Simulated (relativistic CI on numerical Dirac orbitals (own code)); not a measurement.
Computed by Dirac-Coulomb-Breit CI, orbitals from a KLI potential per configuration, model QED (radiative potential, 1s self-energy scaled to tabulated hydrogen-like ionisation energies), unscaled Slater integrals (own radial code, finite nucleus).

The strongest absorption lines from the ground level of an ion, among the configurations computed and to levels below about 546 eV (vacuum wavelength in nm, gf): 2.7960 (0.00027), 2.8677 (2.9e-05), 3.0645 (0.21), 3.1382 (0.11), 4.9418 (6.1e-05), 5.5790 (0.00014), 15.496 (1.2), 24.397 (0.089).

**Question.** Which ion is it?
A. Pr29+
B. Cs27+
C. Cs25+
D. Cs23+

**Answer.** C. Cs25+ has 30 electrons and the ground level 4s2 1S_0; the strongest line goes to 4s 4p 1P°_1. The pattern of lines fixes the number of electrons, and along that sequence the line energies rise steadily with the charge (about as its square where n changes within one kind of shell, about linearly where n is kept but much faster in heavy ions where fine structure, which grows about as Z⁴, sets the gap, and irregularly where shells cross), which fixes Z. Configurations outside the model, such as inner-shell arrays, can give stronger lines. At this charge energies of transitions that change n are usually good to better than 1 %, and those within a shell (Δn = 0) to a few per cent.

LS names give the leading component of a level, which can be under half, so a name can repeat, a term be missing and a line seem to break the LS rules.
